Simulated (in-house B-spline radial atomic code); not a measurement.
Orbital energies and mean radii along the 24-electron series, configuration 1s2 2s2 2p6 3s2 3p6 3d3/2(4) 3d5/2(2). The effective charge is n√(-2ε), a non-relativistic measure. Computed with a radial B-spline atomic code at the basis-set limit: Dirac-Hartree-Fock, jj configuration that fills j = l - 1/2 first, finite nuclei.

```json
{"ion": "Fe2+", "Z": "26", "energy of 3p1/2 (Eh)": "-3.5967", "mean radius of 3p1/2 (bohr)": "0.85388", "energy of 3d3/2 (Eh)": "-1.2833", "mean radius of 3d3/2 (bohr)": "1.0544", "energy of 2p3/2 (Eh)": "-28.03", "mean radius of 2p3/2 (bohr)": "0.23571", "energy of 3d5/2 (Eh)": "-1.2516", "mean radius of 3d5/2 (bohr)": "1.0665", "effective charge of 3p1/2": "8.0462"}
{"ion": "Co3+", "Z": "27", "energy of 3p1/2 (Eh)": "-4.606", "mean radius of 3p1/2 (bohr)": "0.79978", "energy of 3d3/2 (Eh)": "-2.0698", "mean radius of 3d3/2 (bohr)": "0.92503", "energy of 2p3/2 (Eh)": "-31.507", "mean radius of 2p3/2 (bohr)": "0.22528", "energy of 3d5/2 (Eh)": "-2.0331", "mean radius of 3d5/2 (bohr)": "0.93316", "effective charge of 3p1/2": "9.1054"}
{"ion": "Ni4+", "Z": "28", "energy of 3p1/2 (Eh)": "-5.7546", "mean radius of 3p1/2 (bohr)": "0.75107", "energy of 3d3/2 (Eh)": "-2.9907", "mean radius of 3d3/2 (bohr)": "0.8305", "energy of 2p3/2 (Eh)": "-35.267", "mean radius of 2p3/2 (bohr)": "0.21573", "energy of 3d5/2 (Eh)": "-2.9484", "mean radius of 3d5/2 (bohr)": "0.83676", "effective charge of 3p1/2": "10.178"}
{"ion": "Cu5+", "Z": "29", "energy of 3p1/2 (Eh)": "-7.0333", "mean radius of 3p1/2 (bohr)": "0.70743", "energy of 3d3/2 (Eh)": "-4.0384", "mean radius of 3d3/2 (bohr)": "0.75691", "energy of 2p3/2 (Eh)": "-39.299", "mean radius of 2p3/2 (bohr)": "0.20694", "energy of 3d5/2 (Eh)": "-3.99", "mean radius of 3d5/2 (bohr)": "0.7621", "effective charge of 3p1/2": "11.252"}
{"ion": "Zn6+", "Z": "30", "energy of 3p1/2 (Eh)": "-8.4375", "mean radius of 3p1/2 (bohr)": "0.6683", "energy of 3d3/2 (Eh)": "-5.2086", "mean radius of 3d3/2 (bohr)": "0.69724", "energy of 2p3/2 (Eh)": "-43.597", "mean radius of 2p3/2 (bohr)": "0.19882", "energy of 3d5/2 (Eh)": "-5.1534", "mean radius of 3d5/2 (bohr)": "0.70176", "effective charge of 3p1/2": "12.324"}
{"ion": "Ga7+", "Z": "31", "energy of 3p1/2 (Eh)": "-9.9647", "mean radius of 3p1/2 (bohr)": "0.6331", "energy of 3d3/2 (Eh)": "-6.4987", "mean radius of 3d3/2 (bohr)": "0.64749", "energy of 2p3/2 (Eh)": "-48.157", "mean radius of 2p3/2 (bohr)": "0.1913", "energy of 3d5/2 (Eh)": "-6.436", "mean radius of 3d5/2 (bohr)": "0.65154", "effective charge of 3p1/2": "13.393"}
```

How does the screening of 3p1/2 change?

Z less the effective charge goes from 17.95 at Z = 26 to 17.61 at Z = 31.
